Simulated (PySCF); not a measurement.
Compounds:

A. SMILES CNc1ccncc1
B. SMILES C/C=C(\F)C#N
C. `c1(F)ccc[nH]1`

Spectrum 1. ¹H NMR (500 MHz, computed): δ 5.73 (dq, J = 22.9, 8.8 Hz, 1H), 1.95 (dd, J = 8.8, 4.5 Hz, 3H). ¹³C{¹H} NMR (computed): δ 141.1 (C, d, J = 318.6 Hz), 131.1 (CH, d, J = 14.5 Hz), 118.1 (C, d, J = 45.6 Hz), 12.9 (CH3, d, J = 2.0 Hz).

Spectrum 2. ¹H NMR (500 MHz, computed): δ 6.93 (br s, 1H), 6.19 (m, 1H), 6.15 (m, 1H), 5.64 (m, 1H). ¹³C{¹H} NMR (computed): δ 152.8 (C, d, J = 323.0 Hz), 112.8 (CH, d, J = 1.8 Hz), 109.5 (CH), 89.7 (CH, d, J = 7.2 Hz).

Spectrum 3. ¹H NMR (500 MHz, computed): δ 8.34 (d, J = 6.3 Hz, 2H), 6.15 (d, J = 6.3 Hz, 2H), 3.15 (br s, 1H), 2.78 (s, 3H). ¹³C{¹H} NMR (computed): δ 155.9 (CH), 155.8 (C), 109.3 (CH), 29.1 (CH3).

Averaged over atoms made equivalent by symmetry, fast rotation or ring inversion, no solvent, a single conformation, no relativistic terms. Couplings computed with B3LYP/pcJ-1 (spin–dipole term left out of most H,H and C,H couplings); coordinates at the PBE0-D3(BJ)/def2-SVP level; shielding tensors at PBE0/pcSseg-1 (GIAO); PySCF.

Shifts are taken against calculated references (same method and geometry level): ¹H (σ = 31.27 ppm), ¹³C (σ = 184.41 ppm) vs TMS. Multiplet labels drop J under 1 Hz and among equivalent protons, and merge close values. Unscaled 3J(H,H) run several per cent high. One-bond C–F couplings are unscaled and too large by tens of Hz. Shifts are as computed. Against solution values, carbons near 30 ppm lie about +2 ppm off and those near 130 ppm about +5 ppm. Of 1211 compounds with measured shifts, 218 miss one by over three times the rms of a fit or turn the order of signals round; such compounds aren't used in these exercises. OH and NH positions are gas-phase values without hydrogen bonding to other molecules.

**Question.** Which spectrum belongs to which compound?

**Answer.** 1–B, 2–C, 3–A.

- Spectrum 1 (B): 4 ¹³C signals; δC 141.1 is a fully substituted alkene carbon; δC 131.1 is an alkene CH.
- Spectrum 2 (C): 4 ¹³C signals; δC 152.8 is an aromatic carbon bearing fluorine; δH 6.93 is the hydrogen on a pyrrole-type ring nitrogen.
- Spectrum 3 (A): 4 ¹³C signals; δC 155.9 is an aromatic CH next to a ring nitrogen; δC 155.8 is an aromatic carbon bearing nitrogen.
